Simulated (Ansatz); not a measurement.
Stepwise reaction of `S[Si](Cl)(Cl)Cl` with hydrogen, as a gas-phase model of exchange steps in deposition or etching. ΔE in kJ/mol; ΔG adds harmonic PBE0-D4 terms to CCSD(T)/CBS, at 1 bar.

Calculated with Ansatz (gas phase, PBE0-D4/def2-TZVP geometries, no zero-point term in ΔE). CBS: MP2 limit from def2 TZ/QZ plus the TZ coupled-cluster correction, frozen cores. This one scheme is used for every species. Functionals use def2-TZVPP. B3LYP here is the variant with VWN-RPA as its local correlation; programs differ in this. One conformer a species, not always the lowest.

| step | reaction | PBE-D4 | B3LYP-D4 | ωB97M-V | CCSD(T)/CBS | ΔG(600 K) |
| --- | --- | --- | --- | --- | --- | --- |
| 1 | `S[Si](Cl)(Cl)Cl` + H₂ → `S[SiH](Cl)Cl` + HCl | 76.5 | 74.2 | 75.5 | 73.1 | 64.0 |
| 2 | `S[SiH](Cl)Cl` + H₂ → `S[SiH2]Cl` + HCl | 78.7 | 76.8 | 78.4 | 77.4 | 69.5 |
| 3 | `S[SiH2]Cl` + H₂ → `[SiH3]S` + HCl | 81.2 | 79.5 | 80.9 | 80.4 | 71.0 |

Q: By hand: ΔE of the 3 steps together at CCSD(T)/CBS.

A: (73.1) + (77.4) + (80.4) = 230.9 kJ/mol, or 77.0 kJ/mol a step.

In ΔE each step is higher than the one before. All are uphill at CCSD(T)/CBS. ΔG lies between 64.0 and 71.0 kJ/mol a step. PBE-D4 differs from CCSD(T)/CBS by 0.8 to 3.4 kJ/mol a step. Isolated molecules leave out the surface, adducts and barriers. Largest T1 diagnostic: 0.011.
